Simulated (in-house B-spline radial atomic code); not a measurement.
Successive ionisation energies of silver; each step leads to the configuration of the next row (after the last: [Ar] 3d10 4s2 4p2). Dirac energy differences include first-order Breit, QED and recoil terms. NIST's values go from ground level to ground level; the uncertainty of those that are theory runs from under 0.1 % in few-electron ions to several per cent in heavy many-electron ones. Computed with a B-spline radial code for spherical atoms: Dirac-Hartree-Fock, average of the configuration, finite nuclei.

```tsv
ion	configuration	ionisation energy (eV)	tabulated value (eV)	computed minus tabulated (eV)	highest orbital	largest mean radius (bohr)
Ag8+	[Kr] 4d3	143.9	145.1	-1.2	4d5/2	1.0632
Ag9+	[Kr] 4d2	165.3	167	-1.7	4d5/2	1.0365
Ag10+	[Kr] 4d1	?	?	?	?	?
Ag11+	[Ar] 3d10 4s2 4p6	272.3	271.46	0.9	4p3/2	0.90451
Ag12+	[Ar] 3d10 4s2 4p5	?	?	?	?	?
Ag13+	[Ar] 3d10 4s2 4p4	323.0	321	2.0	4p3/2	0.87837
Ag14+	[Ar] 3d10 4s2 4p3	349.1	347	2.1	4p3/2	0.86636
```

**Question.** Fill in the row of Ag10+.

**Answer.** ionisation energy (eV): 187.4; tabulated value (eV): 188; computed minus tabulated (eV): -0.6; highest orbital: 4d5/2; largest mean radius (bohr): 1.0118.

**Question.** Fill in the row of Ag12+.

**Answer.** ionisation energy (eV): 297.4; tabulated value (eV): 294; computed minus tabulated (eV): 3.4; highest orbital: 4p3/2; largest mean radius (bohr): 0.8909.

Where a p, d or f electron is removed, the computed value is a mean over both j, so it misses the tabulated one by a part of the spin-orbit splitting; averaging over terms and missing correlation add to the gap, relatively most at low charge.
